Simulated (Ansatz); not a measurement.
A set of 12 reactions (hydrolysis), with CCSD(T)/CBS values in kJ/mol:

| reaction | ΔE |
| --- | --- |
| `[CH3][Zr]([CH3])([Cl])[Cl]` + H₂O → `[CH3][Zr]([OH])([Cl])[Cl]` + CH₄ | -187.7 |
| `O=[C](S)[GeH3]` + H₂O → `O=[C](O)[GeH3]` + H₂S | -25.0 |
| `[CH3][Mo]([CH3])(=[O])=[S]` + H₂O → `[CH3][Mo](=[O])([OH])=[S]` + CH₄ | -118.8 |
| `CC(F)([SiH3])Cl` + H₂O → `CC(O)([SiH3])Cl` + H–F | -9.5 |
| `F[SiH2]S[SiH](F)F` + H₂O → `O[SiH](F)S[SiH2]F` + H–F | 32.1 |
| `CCB(N)Cl` + H₂O → `CCB(N)O` + HCl | -12.0 |
| `C[O][Al]([F])[SiH3]` + H₂O → `C[O][Al]([OH])[SiH3]` + H–F | 47.9 |
| `[CH3][SnH]([CH3])[Cl]` + H₂O → `[CH3][SnH]([OH])[Cl]` + CH₄ | -41.1 |
| `CSCCN` + H₂O → `NCCO` + CH₃SH | 49.7 |
| `CBCCCl` + H₂O → `CBCCO` + HCl | 32.7 |
| `BCO[SiH2][SiH3]` + H₂O → `OCO[SiH2][SiH3]` + BH₃ | 64.5 |
| `OC(Cl)[SiH2]Cl` + H₂O → `O[SiH2]C(O)Cl` + HCl | 2.6 |

Program: Ansatz. Geometries: PBE0-D4/def2-TZVP. ΔE: electronic, gas phase. CCSD(T)/CBS is the MP2 limit (def2-TZVPP, def2-QZVPP) plus CCSD(T) − MP2 in def2-TZVPP, frozen cores. This one scheme is used for every species. DFT in def2-TZVPP. B3LYP here is the variant with VWN-RPA as its local correlation; programs differ in this. def2 core potentials past Kr. For Ge, Mo, Sn, Zr outer-core shells are correlated without core-valence functions, which leaves a few kJ/mol of doubt a bond. Scalar relativity is left out up to krypton. Each species was taken in one conformer, which may not be the lowest.

(1) Give the mean, mean absolute and largest difference (level minus CCSD(T)/CBS, kJ/mol) for: PBE0-D4, B3LYP-D4, ωB97X-V, ωB97M-V, B2PLYP, r2SCAN, PBE0, MP2/def2-TZVPP, SCS-MP2/def2-TZVPP, HF/def2-QZVPP, MP2/def2-QZVPP, SCS-MP2/def2-QZVPP, HF/CBS(def2), CCSD/CBS(def2). (Best estimate.)

The largest T1 diagnostic in the set is 0.026, for `[CH3][Mo]([CH3])(=[O])=[S]` (customary mark 0.02).

CCSD(T)/CBS is a level of theory with its own doubt, and the functionals carry their triple-zeta basis error, so these figures describe this set and don't rank the functionals.

Results:

(1) Computed: 
| level | mean | mean absolute | largest |
| --- | --- | --- | --- |
| PBE0-D4 | -1.5 | 2.5 | -5.9 |
| B3LYP-D4 | -4.7 | 5.4 | -11.6 |
| ωB97X-V | -6.3 | 7.5 | -17.2 |
| ωB97M-V | -4.3 | 5.2 | -13.7 |
| B2PLYP | -6.0 | 7.2 | -12.4 |
| r2SCAN | -4.5 | 5.7 | -14.8 |
| PBE0 | -2.9 | 3.8 | -9.8 |
| MP2/def2-TZVPP | -1.5 | 2.6 | -5.7 |
| SCS-MP2/def2-TZVPP | -4.3 | 4.4 | -9.0 |
| HF/def2-QZVPP | -11.4 | 16.3 | -30.4 |
| MP2/def2-QZVPP | 1.0 | 3.0 | 7.4 |
| SCS-MP2/def2-QZVPP | -1.9 | 2.3 | -5.7 |
| HF/CBS(def2) | -11.4 | 16.3 | -30.2 |
| CCSD/CBS(def2) | -0.8 | 1.9 | -4.9 |
